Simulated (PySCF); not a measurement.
CH4AlClOSe, SMILES [SeH][Al]([O]C)[Cl].

Geometry optimised at PBE-D3(BJ)/def2-SVP. One conformer was computed; it need not be the lowest.

All values below come from PBE-D3(BJ)/def2-SVP run with PySCF 2.14.0.

Frequencies are harmonic and unscaled.

```tsv
mode	ν (cm⁻¹)	IR (km/mol)	moving atoms (share of kinetic energy)
1	73	2.9	C 40 %, Cl 23 %, H 21 %, Se 8 %
2	79	0.5	H 67 %, O 13 %, C 11 %
3	86	1.4	H 52 %, O 26 %, C 11 %
4	106	5.1	Cl 43 %, Se 18 %, Al 16 %, O 10 %
5	202	37.7	Al 62 %, O 19 %, H 10 %
6	206	10.8	O 47 %, Se 25 %, C 14 %, H 9 %
7	222	0.3	H 89 %
8	334	14.1	Cl 32 %, O 27 %, Al 19 %, Se 17 %
9	537	90.4	Al 46 %, H 32 %, Cl 20 %
10	599	46.7	H 62 %, Al 24 %
11	738	67.5	Al 51 %, C 21 %, O 18 %, H 9 %
12	1140	52.8	H 68 %, C 22 %, O 10 %
13	1145	0.0	H 77 %, C 19 %
14	1204	344.5	O 55 %, C 32 %, H 9 %
15	1422	1.5	H 97 %
16	1425	2.2	H 96 %
17	1430	19.8	H 89 %, C 9 %
18	2360	5.5	H 99 %
19	2921	109.1	H 97 %
20	3001	35.7	H 90 %, C 10 %
21	3008	32.2	H 90 %, C 10 %
```
